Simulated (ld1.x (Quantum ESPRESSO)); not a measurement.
# What one change does to a pseudopotential (Be, RRKJ)

* Element: Be
* Generator: ld1.x (Quantum ESPRESSO) 7.5
* Type: norm-conserving RRKJ (Kleinman–Bylander form)
* Functional: PW91
* Relativity: scalar-relativistic
* Frozen core: [He]
* Valence charge: 2
* Reference configuration: 2s1 2p0 (charge +1)
* Partial waves: 2p (bound, empty): rc 2.60 bohr; 3d channel at 0.25 Ry: rc 2.75 bohr; 2s (bound): rc 1.60 bohr
* Local potential: the s channel
* Core correction: none
* rho0: 0.02

Change: core correction a·sin(br)/r model core inside 1.32 bohr.

Cutoffs: the cutoffs (Ry, on a coarse ladder) from which the occupation-weighted sum of valence levels, in a spherical-Bessel basis at the reference potential, stays within 10 and 1 mRy of its value at 400 Ry; they do not see the model core or the augmentation charge, which bear on the density cutoff. Errors are all-electron minus pseudo energies relative to the spin-unpolarised reference configuration.

Q: How do hardness, ghosts and transferability respond?

A: The potential gets neither clearly harder nor softer (10 Ry and 18 Ry → 10 Ry and 18 Ry); of the 5 tests that both files solve, the error grows in 0 and shrinks in 5 by more than 15 % and 0.3 meV (median size 11.7 → 8.5 meV); neither file shows a bound ghost. Exchange and correlation are not linear in the density, so unscreening with the valence charge alone errs where core and valence overlap; a model core restores that term. A model core, the more so a compact one, raises the density cutoff, which this test does not measure.

```csv
quantity,base,changed
"cutoff, loose",10 Ry,10 Ry
"cutoff, tight",18 Ry,18 Ry
bound ghosts,none,none
"error for 2s2 2p0, meV [ΔE -9.58 eV]",+12,+8.5
"error for 2s1.5 2p0, meV [ΔE -5.80 eV]",+4.7,+3.2
"error for 2s1 2p1, meV [ΔE -5.97 eV]",+32,+24
"error for 2s0 2p2, meV [ΔE -2.32 eV]",+52,+37
"error for 2s0 2p1, meV [ΔE 3.92 eV]",+5.1,+1.2
s: phases at 2.99 bohr within 0.05 rad from the reference energy up to (Ry; the scan ends near 5),1.1,1.1
p: phases at 2.99 bohr within 0.05 rad from the reference energy up to (Ry; the scan ends near 5),0.8,0.8
d: phases at 2.99 bohr within 0.05 rad from the reference energy up to (Ry; the scan ends near 5),3.3,3.3
```
